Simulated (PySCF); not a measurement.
**NMR data sheet: C₄H₁₃FSi₄**

| Item | Value |
| --- | --- |
| Formula | C4H13FSi4 |
| SMILES | F[Si@@H]1CC[C@H]1C1[SiH2][SiH2][SiH2]1 |
| InChI | InChI=1S/C4H13FSi4/c5-9-2-1-3(9)4-6-8-7-4/h3-4,9H,1-2,6-8H2/t3-,9+/m0/s1 |
| Point group of the computed structure | C1 |
| Degrees of unsaturation | 2 |
| Carbon signals | 4 |
| Proton signals | 13 |

Atoms are numbered as in `[F:1][Si@@H:2]1[CH2:3][CH2:4][C@H:5]1[CH:6]1[SiH2:7][SiH2:8][SiH2:9]1`; H(Xn) means a hydrogen on atom n. Ha(Si7), Ha(Si8), Ha(Si9) are cis to C5 on the ring; Ha(C3), Ha(C4) are cis to F1 on the ring; Hb(Si7), Hb(Si8), Hb(Si9) are trans to C5 on the ring; Hb(C3), Hb(C4) are trans to F1 on the ring.

- structure optimised with GFN2-xTB
- σ from GIAO-PBE0/pcSseg-1
- code: PySCF
- non-relativistic, isolated molecule, one computed conformer

Referencing at the same level of theory: TMS for 1H (σref 31.72), 13C (σref 186.93), 29Si (σref 349.16); CFCl3 for 19F (σref 170.95).

| carbon | δC, type | δH (multiplicity) | HMBC from (2–3 bonds) | span of the C tensor (ppm) |
| --- | --- | --- | --- | --- |
| C3 | 19.7, CH2 | Ha(C3) 1.74 (m); Hb(C3) 1.60 (m) | H(Si2), H(C5), Ha(C4), Hb(C4) | 45 |
| C4 | 28.8, CH2 | Hb(C4) 1.37 (m); Ha(C4) 2.45 (m) | H(Si2), H(C5), H(C6), Ha(C3), Hb(C3) | 39 |
| C5 | 47.4, CH | 2.78 (m) | H(Si2), Hb(Si9), Hb(Si7), Ha(Si7), Ha(Si9), Ha(C4), H(C6), Ha(C3), Hb(C3), Hb(C4) | 62 |
| C6 | 20.1, CH | 1.86 (m) | H(Si2), Hb(Si9), Hb(Si7), Ha(Si7), Ha(Si9), Hb(Si8), Ha(Si8), H(C5), Ha(C4), Hb(C4) | 56 |

Other nuclei:
```json
{"atoms": "H(Si2)", "nucleus": "1H", "environment": "hydrogen on a silicon bonded to 2 C, F, in a 4-membered ring", "δ (ppm)": "5.84", "σ (ppm)": "25.88"}
{"atoms": "Hb(Si9)", "nucleus": "1H", "environment": "hydrogen on a silicon bonded to C, Si, in a 4-membered ring", "δ (ppm)": "4.69", "σ (ppm)": "27.03"}
{"atoms": "Hb(Si7)", "nucleus": "1H", "environment": "hydrogen on a silicon bonded to C, Si, in a 4-membered ring", "δ (ppm)": "4.67", "σ (ppm)": "27.05"}
{"atoms": "Ha(Si7)", "nucleus": "1H", "environment": "hydrogen on a silicon bonded to C, Si, in a 4-membered ring", "δ (ppm)": "4.43", "σ (ppm)": "27.29"}
{"atoms": "Ha(Si9)", "nucleus": "1H", "environment": "hydrogen on a silicon bonded to C, Si, in a 4-membered ring", "δ (ppm)": "4.39", "σ (ppm)": "27.33"}
{"atoms": "Hb(Si8)", "nucleus": "1H", "environment": "hydrogen on a silicon bonded to 2 Si, in a 4-membered ring", "δ (ppm)": "4.23", "σ (ppm)": "27.49"}
{"atoms": "Ha(Si8)", "nucleus": "1H", "environment": "hydrogen on a silicon bonded to 2 Si, in a 4-membered ring", "δ (ppm)": "4.19", "σ (ppm)": "27.53"}
{"atoms": "F1", "nucleus": "19F", "environment": "fluorine bonded to Si", "δ (ppm)": "-179.1", "σ (ppm)": "350.1"}
{"atoms": "Si2", "nucleus": "29Si", "environment": "silicon bonded to 2 C, F, H, in a 4-membered ring", "δ (ppm)": "31.2", "σ (ppm)": "318.0"}
{"atoms": "Si9", "nucleus": "29Si", "environment": "silicon bonded to C, Si, 2 H, in a 4-membered ring", "δ (ppm)": "-53.4", "σ (ppm)": "402.6"}
{"atoms": "Si7", "nucleus": "29Si", "environment": "silicon bonded to C, Si, 2 H, in a 4-membered ring", "δ (ppm)": "-58.3", "σ (ppm)": "407.4"}
{"atoms": "Si8", "nucleus": "29Si", "environment": "silicon bonded to 2 Si, 2 H, in a 4-membered ring", "δ (ppm)": "-98.7", "σ (ppm)": "447.9"}
```

- Carbon types of the structure: 2 × CH, 2 × CH2, leaving 7 H on heteroatoms.
- δC 28.8: sp3 CH2 in a ring; a saturated carbon with 2 carbon neighbours and no heteroatom attached.
- δC 19.7: sp3 CH2 bonded to Si.
- δH 4.23, 4.19: hydrogen on a silicon bonded to 2 Si, in a 4-membered ring.
- δH 2.78: hydrogen on an sp3 CH bonded to Si.
- δH 2.45, 1.37: hydrogen on an sp3 CH2 in a ring.

Splittings by 19F in the carbon and heteronuclear signals aren't shown, as no couplings were computed. Shifts are as computed. Against solution values, carbons near 30 ppm lie about +3 ppm off and those near 130 ppm about +5 ppm. Of 1309 compounds with measured shifts, 239 miss one by over three times the rms of a fit or turn the order of signals round; such compounds aren't used in these exercises. Unscaled 19F shifts against computed CFCl3 carry errors that often reach 10 to 50 ppm. No couplings were computed; multiplicities are counted from neighbouring protons, with m where these are inequivalent, close in shift, in a saturated or five-membered ring or joined by F or P, and br s for small geminal =CH2 splittings.
